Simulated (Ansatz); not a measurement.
`N[CH2][GaH][OH]` + `CB(N)Cl` → `[NH2][GaH][OH]` + `CB(Cl)CN`  (redistribution)

Calculated with Ansatz (gas phase, PBE0-D4/def2-TZVP geometries, no zero-point term in ΔE). CCSD(T)/CBS is the MP2 limit (def2-TZVPP, def2-QZVPP) plus CCSD(T) − MP2 in def2-TZVPP, frozen cores. This one scheme is used for every species. Functionals use def2-TZVPP. For Ga outer-core shells are correlated without core-valence functions, which leaves a few kJ/mol of doubt a bond. Scalar relativity is left out up to krypton. Each species was taken in one conformer, which may not be the lowest.

`N[CH2][GaH][OH]`:

Z-matrix (Å, degrees):
```
C
Ga 1 1.994
N 1 1.463 2 117.1
H 1 1.095 2 108.7 3 -123.5
H 1 1.095 2 108.6 3 123.4
O 2 1.796 1 121.5 3 178.8
H 2 1.568 1 125.6 3 -1.1
H 3 1.012 1 111.0 2 -59.1
H 3 1.012 1 111.0 2 58.8
H 6 0.959 2 114.6 1 0.0
```

`CB(N)Cl`:

```xyz
9

C    -0.324    0.155    1.142
B     0.437    0.123   -0.223
N    -0.096   -0.392   -1.397
Cl    2.095    0.782   -0.308
H     0.238   -0.393    1.904
H    -1.328   -0.271    1.085
H    -0.408    1.183    1.507
H     0.407   -0.405   -2.268
H    -1.021   -0.783   -1.442
```

`[NH2][GaH][OH]`:

Cartesian coordinates in Å:
```
N -0.772 0.227 -0.906
Ga -0.062 -0.414 0.634
O 1.618 0.053 1.032
H -0.292 0.827 -1.554
H -1.707 0.018 -1.210
H -0.821 -1.336 1.617
H 2.036 0.625 0.386
```

`CB(Cl)CN`:

Cartesian coordinates in Å:
```
C -0.317 1.864 -0.084
B 0.394 0.490 0.087
Cl 2.104 0.480 0.541
C -0.348 -0.870 -0.089
N 0.457 -2.063 -0.213
H 0.033 2.317 -1.020
H -1.404 1.778 -0.149
H -0.056 2.570 0.708
H -1.012 -0.768 -0.959
H -1.046 -0.870 0.777
H -0.068 -2.899 0.002
H 1.262 -2.028 0.399
```

```tsv
level	ΔE (kcal/mol)
PBE	14.9
PBE0	13.7
SCS-MP2/def2-TZVPP	12.0
CCSD/CBS(def2)	11.6
```

(1) What does CCSD(T)/CBS give? (Estimate.)

Largest T1 diagnostic among the species: 0.014.

Results:

(1) Ansatz gave: +11.9 kcal/mol. The listed levels differ from it by 3.0, 1.8, 0.1, -0.3 kcal/mol.

From PBE to PBE0 (25 % exact exchange), in def2-TZVPP and without D4, ΔE moves by −1.2 kcal/mol.
